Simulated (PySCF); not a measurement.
Two species compared at the same levels of theory.

First species: C4H9NO2Si.
Atom-mapped SMILES: `[CH3:1][O:2][CH2:3][CH2:4][O:5][SiH2:6][C:7]#[N:8]` (hydrogens: H9, H10, H11 on C1; H12, H13 on C3; H14, H15 on C4; H16, H17 on Si6)

Second species: C₄H₉NO₂Si.
SMILES with atom numbers: `[CH3:1][O:2][SiH2:3][O:4][CH2:5][CH2:6][C:7]#[N:8]` (hydrogens: H9, H10, H11 on C1; H12, H13 on Si3; H14, H15 on C5; H16, H17 on C6)

Cartesian coordinates in Å at the GFN2-xTB level; atoms count from 1:
```
atom  x, y, z in Å
C1    -3.172   -0.353    0.828
O2    -1.854   -0.078    0.462
Si3   -1.246    0.193   -1.017
O4     0.323    0.520   -0.820
C5     1.306   -0.221   -0.164
C6     2.559    0.652   -0.013
C7     3.628   -0.076    0.615
N8     4.473   -0.664    1.113
H9    -3.527   -1.267    0.347
H10   -3.202   -0.479    1.911
H11   -3.832    0.469    0.542
H12   -1.472   -0.988   -1.856
H13   -1.692    1.439   -1.620
H14    1.546   -1.118   -0.749
H15    0.950   -0.539    0.822
H16    2.886    0.990   -1.000
H17    2.319    1.532    0.590
```

Levels: wB97X-D/def2-SVPD for dipole moment, HOMO energy, LUMO energy, HOMO–LUMO gap, static isotropic polarisability and electronic spatial extent ⟨r²⟩ about the centre of nuclear charge; TDDFT wB97X-D/def2-SVPD for lowest singlet excitation; TDA wB97X-D/def2-SVPD for lowest triplet excitation (Tamm–Dancoff); GFN2-xTB for rotational constant A and rotational constant C. Geometries: GFN2-xTB. All species are isolated and taken at one optimised geometry, non-relativistic unless stated; the electronic structure was computed with PySCF and density fitting.

The conformers computed, where there is a choice (atom-mapped SMILES and torsion angles):
- `[CH3:1][O:2][CH2:3][CH2:4][O:5][SiH2:6][C:7]#[N:8]`: C1–O2–C3–C4 174°, O2–C3–C4–O5 -58°, C3–C4–O5–Si6 36°, C4–O5–Si6–C7 56°
- `[CH3:1][O:2][SiH2:3][O:4][CH2:5][CH2:6][C:7]#[N:8]`: C1–O2–Si3–O4 177°, O2–Si3–O4–C5 54°, Si3–O4–C5–C6 -169°, O4–C5–C6–C7 -178°

| property | column X | column Y |
| --- | --- | --- |
| dipole moment | 4.57 D | 4.92 D |
| HOMO energy | -10.34 eV | -10.20 eV |
| LUMO energy | 1.86 eV | 1.32 eV |
| HOMO–LUMO gap | 12.20 eV | 11.52 eV |
| lowest singlet excitation | 7.53 eV | 7.02 eV |
| lowest triplet excitation (Tamm–Dancoff) | 6.62 eV | 6.08 eV |
| static isotropic polarisability | 83.2 au | 82.7 au |
| electronic spatial extent ⟨r²⟩ about the centre of nuclear charge | 1920 bohr² | 1193 bohr² |
| rotational constant A | 4.723 GHz | 1.972 GHz |
| rotational constant C | 0.563 GHz | 1.063 GHz |

Question: Which column belongs to which species?

Answer: Column X is the second species and column Y the first. The first has 17 atoms and 70 electrons, the second 17 and 70.

Question: How does each property change from the first species to the second?

Answer: dipole moment -0.35 D; HOMO energy -0.14 eV; LUMO energy +0.54 eV; HOMO–LUMO gap +0.68 eV; lowest singlet excitation +0.51 eV; lowest triplet excitation (Tamm–Dancoff) +0.54 eV; static isotropic polarisability +0.5 au; electronic spatial extent ⟨r²⟩ about the centre of nuclear charge +727 bohr²; rotational constant A +2.751 GHz; rotational constant C -0.500 GHz.

On the first: The principal polarisabilities are 75.0, 83.7 and 89.4 au; their mean is the isotropic value.

On the second: S1 lies 4.67 eV below the HOMO–LUMO gap; its leading configuration is HOMO→LUMO, weight 0.46, beside HOMO→LUMO+1, weight 0.41. A dipole of 4.57 D is allowed in C1, and pure rotational transitions are dipole-allowed.
